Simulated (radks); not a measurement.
Neutral zirconium inside a hard spherical wall (all orbitals vanish at R), configuration held at [Kr] 4d2 5s2 and not refilled when levels cross. Method: scalar-relativistic Kohn-Sham, PBE, spin-polarised, spherical densities, point nucleus; open shells are filled with parallel spins first (spin-orbit coupling, left out, can overturn this in heavy ions); computed with a radial shooting solver on a logarithmic mesh with Libxc functionals. Eigenvalues in eV for spin up, with the zero of energy where the potential of the charges vanishes at infinity; a dash marks a level that is unbound or too diffuse for the functional's potential to be trusted. A positive occupied level is held by the wall or, in an anion where self-interaction has pushed it up, behind a barrier. The pressure on the wall is -dE/dV.

R (bohr) = free: E (hartree) -3598.55241; kinetic (hartree) 3700.117; e(4s) -54.813; e(4p) -32.852; e(5s) -4.700; e(4d) -4.058; e(5p, empty) -1.601; e(6s, empty) -; pressure (GPa) 0
R (bohr) = 20: E (hartree) -3598.55241; kinetic (hartree) 3700.117; e(4s) -54.813; e(4p) -32.852; e(5s) -4.700; e(4d) -4.058; e(5p, empty) -1.601; e(6s, empty) -; pressure (GPa) < 0.0001
R (bohr) = 12: E (hartree) -3598.55225; kinetic (hartree) 3700.119; e(4s) -54.796; e(4p) -32.836; e(5s) -4.687; e(4d) -4.043; e(5p, empty) -1.556; e(6s, empty) 0.891; pressure (GPa) 0.00293
R (bohr) = 8: E (hartree) -3598.54110; kinetic (hartree) 3700.197; e(4s) -54.318; e(4p) -32.362; e(5s) -4.298; e(4d) -3.624; e(5p, empty) -0.800; e(6s, empty) 5.196; pressure (GPa) 0.426
R (bohr) = 6: E (hartree) -3598.46326; kinetic (hartree) 3700.582; e(4s) -52.639; e(4p) -30.727; e(5s) -2.617; e(4d) -2.165; e(5p, empty) 1.829; e(6s, empty) 14.967; pressure (GPa) 6.05
R (bohr) = 5: E (hartree) -3598.29417; kinetic (hartree) 3701.261; e(4s) -50.463; e(4p) -28.642; e(5s) 0.244; e(4d) -0.171; e(5p, empty) 5.919; e(6s, empty) 27.665; pressure (GPa) 26.4
R (bohr) = 4: E (hartree) -3597.74324; kinetic (hartree) 3703.233; e(4s) -46.177; e(4p) -24.581; e(5s) 8.117; e(4d) 4.257; e(5p, empty) 16.411; e(6s, empty) 56.162; pressure (GPa) 144
R (bohr) = 3.5: E (hartree) -3597.02562; kinetic (hartree) 3705.730; e(4s) -42.364; e(4p) -20.915; e(5s) 17.236; e(4d) 8.707; e(5p, empty) 27.851; e(6s, empty) 84.343; pressure (GPa) 389
R (bohr) = 2.5: E (hartree) -3591.53411; kinetic (hartree) 3724.029; e(4s) -24.181; e(4p) -1.875; e(5s) 74.018; e(4d) 33.189; e(5p, empty) 92.722; e(6s, empty) 226.08; pressure (GPa) 4620
